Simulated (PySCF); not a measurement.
Input of a run (PBE0-D3(BJ)/def2-SVP geometry optimisation, gas phase (PySCF 2.14.0)), started from a GFN2-xTB structure with every atom displaced at random (by about 0.01 Å):
```
{"job": {"xc": "PBE0", "basis": "def2-SVP", "d3": "d3bj", "grid": 1, "shake": 0.01, "kind": "geom"}, "charge": 0, "multiplicity": 1}
F     -0.786330    -0.745370    -1.332910
Ge    -0.037000    -0.000840    -0.005220
F     -0.759810    -0.729010     1.355700
F     -0.568140     1.612130     0.008340
Br     2.184860    -0.170880    -0.063800
```

Output (energies in Eh, forces in Eh/bohr):
```
step   0  E = -4949.18764262  max force = 0.007936
step   1  E = -4949.18753929  max force = 0.012771
step   2  E = -4949.18839330  max force = 0.002066
step   3  E = -4949.18843878  max force = 0.000973
step   4  E = -4949.18845464  max force = 0.000469
step   5  E = -4949.18846822  max force = 0.000975
step   6  E = -4949.18848634  max force = 0.001429
step   7  E = -4949.18850567  max force = 0.001104
step   8  E = -4949.18853683  max force = 0.000575
step   9  E = -4949.18855424  max force = 0.000501
step  10  E = -4949.18855887  max force = 0.000258
optimisation converged
```

Summarise the run.

The energy falls by 2.4 kJ/mol over 11 energy and gradient evaluations, the largest force component goes from 0.0079 to 2.6e-04 Eh/bohr, and the atoms move by 0.028 Å rms after alignment. The bond that changes most is Ge2–Br5 (ends: germanium bonded to Br and 3 F; bromine bonded to Ge), which lengthens by 0.012 Å. Bonds longer at the end by more than 0.005 Å: 3 of 4; shorter: 0. Among the angles that change most is F3–Ge2–Br5, from 114.3° to 111.9°. The energy rose by more than 1e-6 Eh at step 1.

What are the final bond lengths?

F1–Ge2 1.707 Å, Ge2–F3 1.707 Å, Ge2–F4 1.707 Å, Ge2–Br5 2.241 Å. Numbering counts from 1 in the input's order; the species is `[F][Ge]([F])([F])[Br]`.

The run used 106 basis functions and 68 SCF cycles in all.

Stationary, but not proved a minimum.
